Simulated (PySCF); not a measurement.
Species: CH2Cl3Si, net charge -1, singlet state. It need not be the lowest isomer of its formula. Whether it binds its extra electron was not tested at this geometry. 
Coordinates optimised at B3LYP-D3(BJ)/def2-TZVP (Ansatz):
```xyz
7

C     -2.1750    -0.2996     0.0744
Si    -0.4748    -0.0479     0.0122
Cl     0.4916    -1.2249    -1.4568
Cl     0.4886     1.8544    -0.4277
Cl     0.5000    -0.4660     1.8431
H     -2.7300     0.0505     0.9385
H     -2.7345    -0.3615    -0.8531
```
Charge -1, spin multiplicity 1.

Dispersion corrections to the total energy (kcal/mol) from the dftd3 and dftd4 libraries through PySCF: D3(BJ) without and D4 with the three-body term, each with the damping fitted for the functional named.

```
functional      D3(BJ)          D4
----------  ----------  ----------
PBE              -5.69       -6.73
PW6B95           -3.78       -5.54
HF              -40.76      -21.05
TPSS             -7.59       -9.09
BP86        (withheld)       -9.54
BHLYP            -9.31  (withheld)
PBE0             -5.31  (withheld)
```

**Question.** Some entries are withheld; supply them.

**Answer.** 
- BP86, D3(BJ): -10.77
- BHLYP, D4: -9.36
- PBE0, D4: -5.78
